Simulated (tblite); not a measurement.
Problem. Write Cartesian coordinates for `C1C=C([SiH2][SiH2]F)CC1` as optimised with GFN2-xTB.

Solution. 
```
atom  x, y, z in Å
F1     4.540   -0.014   -0.655
Si2    3.090    0.568   -0.242
Si3    1.581   -1.175   -0.320
C4    -0.156   -0.478   -0.242
C5    -1.127   -0.613   -1.139
C6    -2.382    0.116   -0.767
C7    -2.138    0.508    0.699
C8    -0.617    0.397    0.898
H9     2.902    1.658   -1.199
H10    3.354    1.153    1.071
H11    1.681   -1.994   -1.538
H12    1.744   -2.097    0.820
H13   -1.053   -1.164   -2.061
H14   -3.271   -0.506   -0.888
H15   -2.508    0.996   -1.406
H16   -2.513    1.505    0.928
H17   -2.645   -0.201    1.354
H18   -0.359   -0.027    1.869
H19   -0.131    1.376    0.827
```

Any rigid rotation of these coordinates is as good. Atoms count from 1 in this order. The 5 C–C bonds span 1.329 Å (C4=C5, drawn double) to 1.538 Å (C7–C8, drawn single), a spread of 0.209 Å. Si2 (fluorine-bound silicon) is distorted tetrahedral (angles from 102.2° to 117.2°). The 5-membered ring C4–C5–C6–C7–C8 has internal angles of 103.2° to 113.3° (sum 536°, against 540° for a flat polygon); it is puckered, 0.09 Å rms from its mean plane, widest ring torsion 19°. Si3 (SiH2 silicon) is distorted tetrahedral (angles from 106.6° to 113.9°).

Bonds between heavy atoms (Å): F1–Si2 1.617, Si2–Si3 2.307, Si3–C4 1.874, C4=C5 1.329, C5–C6 1.498, C6–C7 1.537, C7–C8 1.538, C4–C8 1.509.

Structure optimised with GFN2-xTB, isolated species.

Point group: C1 (no symmetry element, even within 0.4 Å). Its GFN2-xTB frequencies are all real (lowest 19 cm⁻¹). One conformer, not necessarily the lowest (F1–Si2–Si3–C4 -167°, Si2–Si3–C4–C5 120°, C4–C5–C6–C7 -12°, C5–C6–C7–C8 18°, C6–C7–C8–C4 -19°, Si3–C4–C8–C7 -169°). 3 starts were optimised and ended at 0.00, 0.34 and 0.57 kcal/mol (GFN2-xTB); the lowest of these is shown.

All values are computed, not measured.
